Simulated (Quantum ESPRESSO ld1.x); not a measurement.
The numbers below are computed, except where a source is named.
Q: Fe+, 25 electrons, occupied as [Ar] 3d5.75 4s1 4p0.25 (fractional occupations, a model configuration). Code: ld1.x of Quantum ESPRESSO 7.5. Model: scalar-relativistic Kohn-Sham, LDA (Slater exchange, Perdew-Zunger correlation), spin-polarised, spherical densities, point nucleus; open shells are filled with parallel spins first. Some entries of the table are withheld. Estimate them.

orbital  occ.  eigenvalue (hartree)  r(max) (bohr)
1s up       1              -256.992        0.03834
1s down     1              -256.989        0.03834
2s up       1              -30.4538         0.2229
2s down     1              -30.3745         0.2227
2p up       3              -26.0390         0.1799
2p down     3              -25.9773         0.1797
3s up       1              -3.87447         0.7006
3s down     1              -3.71135         0.7016
3p up       3              -2.63786            (1)
3p down     3              -2.47799            (2)
3d up       5              -0.70710         0.7017
3d down  0.75              -0.55618         0.7101
4s up       1              -0.51337          2.221
4s down     0              -0.42800          2.289
4p up    0.25              -0.31416          2.703
4p down     0              -0.24944          2.908

A: 
(1) 3p up r(max) (bohr): 0.7118
(2) 3p down r(max) (bohr): 0.7134
